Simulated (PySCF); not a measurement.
Point groups of optimised structures. Level of theory: PySCF, PBE0-D3(BJ)/def2-SVP geometry optimisation, gas phase. The symmetry is that of the one conformer found, every atom within 0.08 Å of its image; none is proved a minimum here. The geometries of the anions come from a basis without diffuse functions.

Q: What symmetry has `[CH3:1][C:2](=[S:3])[c:4]1[cH:5][cH:6][cH:7][s:8]1` with C1–C2–C4–C5 180°, H–C1–C2–S3 0° (nearest H)?

A: Cs; asymmetric top; symmetry number 1; 2 operations, which sort the 14 atoms into 13 sets; dipole 3.08 D, in the ab plane, which is the mirror.

Q: What symmetry has `[F:1][CH:2]1[CH2:3][S:4][CH2:5]1` with F1–C2–C3–S4 -146°, C2–C3–S4–C5 20°, C3–S4–C5–C2 -20°, F1–C2–C5–S4 146°?

A: Cs; asymmetric top; symmetry number 1; 2 operations, which sort the 10 atoms into 7 sets; dipole 0.42 D, in the ac plane, which is the mirror; heavy atoms equivalent by symmetry: C3/C5.

Q: Point group, rotor type and polarity of ZrClF3 (`[F][Zr]([F])([F])[Cl]`)?

A: C3v; prolate symmetric top; symmetry number 3; 6 operations, which sort the 5 atoms into 3 sets; dipole 0.18 D, along the axis; A, B, C = 2816, 1717, 1713 MHz.

Q: `[C]1=CC1` [radical]: symmetry, top, dipole?

A: Cs; asymmetric top; symmetry number 1; 2 operations, which sort the 6 atoms into 5 sets; dipole 1.53 D, in the ab plane, which is the mirror; A, B, C = 37492, 21586, 15105 MHz.

Q: `[C-:1]#[C:2][CH3:3]` (charge -1): symmetry, top, dipole?

A: C3v; prolate symmetric top; symmetry number 3; 6 operations, which sort the 6 atoms into 4 sets; dipole about the centre of mass 5.93 D, along the axis; A, B, C = 160472, 9161, 9161 MHz; heavy atoms equivalent by symmetry: none.
